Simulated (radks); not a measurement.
The numbers below are computed, except where a source is named.
Effect of the nuclear size on the germanium ion Ge9+, [Ar] 3d5. Level of theory: Dirac Kohn-Sham, LDA (Slater exchange, Perdew-Wang correlation), spin-unpolarised, spherical densities, finite nucleus; open shells are shared between the two j in proportion to 2j + 1; Fermi nuclear charge, rms radius 4.0742 fm (a radial shooting solver on a logarithmic mesh with Libxc functionals). The rms radius is varied about that value; shifts are against it.

rms radius (fm),total energy shift (eV),density at nucleus (e/bohr^3),1s1/2 shift (meV),2s1/2 shift (meV),3s1/2 shift (meV),3p1/2 shift (meV),3d5/2 shift (meV),4s1/2 (empty) shift (meV)
3.5609,-0.0799,3.185e+04,-33.9,-3.30,-0.564,0.049,0.038,-0.136
3.8338,-0.0387,3.17e+04,-16.4,-1.60,-0.273,0.024,0.018,-0.066
4.0742,0,3.158e+04,0.000,0.000,0.000,0.000,0.000,0.000
4.2861,0.0359,3.148e+04,15.3,1.48,0.253,-0.022,-0.017,0.061
4.7994,0.130,3.126e+04,55.2,5.37,0.917,-0.080,-0.062,0.221

Slopes of the eigenvalues against <r^2> in GHz/fm^2, as finite differences over the two radii next to the reference (eigenvalue slopes, not the field-shift constants of lines): 1s1/2 2090, 2s1/2 203, 3s1/2 34.7, 3p1/2 -3.04, 3d5/2 -2.33, 4s1/2 (empty) 8.35.
